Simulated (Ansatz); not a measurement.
Energy difference R1 + R2 → P1 + P2, each structure at its B3LYP-D3(BJ)/def2-TZVP stationary point, reached from a drawn start (curvature not checked).
P1: Cl atom, charge 0, multiplicity 2.
R1: F atom, charge 0, multiplicity 2.
R2, HCl (SMILES Cl) (charge 0, multiplicity 1, Z-matrix in Å and degrees):
```
Cl
H 1 1.2820
```
P2: HF (SMILES F), charge 0, multiplicity 1.

P less R. No zero-point or thermal terms; singlets are restricted closed shells; open shells are unrestricted; no spin–orbit coupling.

Correlated levels freeze the cores. CBS(a, b) extrapolates the correlation energy as X⁻³ and adds the Hartree–Fock energy of set b.

Programs: Ansatz (a first-principles code). Each number belongs to the level named beside it.

PBE/def2-TZVPPD gives -35.39 kcal/mol for the reaction energy.

Q: How do the other levels lie against it? Give each less PBE: r2SCAN/def2-TZVPPD, B3LYP/def2-TZVPPD, wB97M-V/def2-TZVPPD, B2PLYP/def2-TZVPPD, MP2/CBS(aug-cc-pV(T+d)Z, aug-cc-pV(Q+d)Z), CCSD(T)/CBS(aug-cc-pV(T+d)Z, aug-cc-pV(Q+d)Z).

A: r2SCAN/def2-TZVPPD 3.53; B3LYP/def2-TZVPPD 1.42; wB97M-V/def2-TZVPPD 3.09; B2PLYP/def2-TZVPPD 1.24; MP2/CBS(aug-cc-pV(T+d)Z, aug-cc-pV(Q+d)Z) -3.03; CCSD(T)/CBS(aug-cc-pV(T+d)Z, aug-cc-pV(Q+d)Z) 0.93 kcal/mol. 5 of 6 lie above PBE; the widest gap is to r2SCAN/def2-TZVPPD.
